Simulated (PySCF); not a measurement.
AlBr3, SMILES [Br][Al]([Br])[Br].

Coordinates come from a B3LYP-D3(BJ)/def2-SVP optimisation. The isomer is the one that the SMILES or the coordinates give; other isomers of the formula were not compared.

Method: PySCF with PBE/def2-TZVP.

```
Item                                                                                                           Result
---------------------------------------------------------------------------------------------  ----------------------
total energy                                                                                      -7963.81493 hartree
point group                                                                                                       D3h
highest occupied level                                                                                       -7.36 eV
lowest empty level                                                                                           -2.47 eV
orbital gap                                                                                                   4.90 eV
dipole moment                                                                                                  0.00 D
quadrupole, principal values (traceless, Buckingham form, about the centre of nuclear charge)  -1.92, -1.92, 3.84 D·Å
mean static polarisability                                                                      85.1 bohr³ (12.62 Å³)
polarisability, principal values                                                               61.6, 96.9, 96.9 bohr³
```
